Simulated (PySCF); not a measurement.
## Electron correlation in Sn (tin, neutral)

[Kr] 4d10 5s2 5p2, high-spin 3P determinant. Computed with PySCF 2.14 in aug-cc-pVDZ-PP with ECP28MDF (5s4p3d, 32 functions), with a scalar-relativistic core potential. Frozen: 4s2 4p6 4d10; 4 electrons correlated.

MP2 pair energies summed by pair of shells (mhartree):

| pair | energy | share (%) |
| --- | --- | --- |
| 5s-5p | -20.62 | 58.4 |
| 5s-5s | -11.13 | 31.5 |
| 5p-5p | -3.55 | 10.1 |

Total MP2 correlation energy: -35.30 mhartree.

Same-spin part -6.35 and opposite-spin part -28.96 mhartree; SCS-MP2 scales them by 1/3 and 6/5 to -36.87 mhartree.

```csv
level,correlation energy (mhartree)
CCSD,-49.61
(T),-0.77
CCSD(T),-50.38
```

Diagnostics: T1 = 0.0091, D1 = 0.0247, largest double amplitude 0.074.

Cost of the coupled-cluster step: 0.17 s of wall time on 1 thread of Intel(R) Xeon(R) CPU @ 2.60GHz (shared host), for 4 correlated electrons.
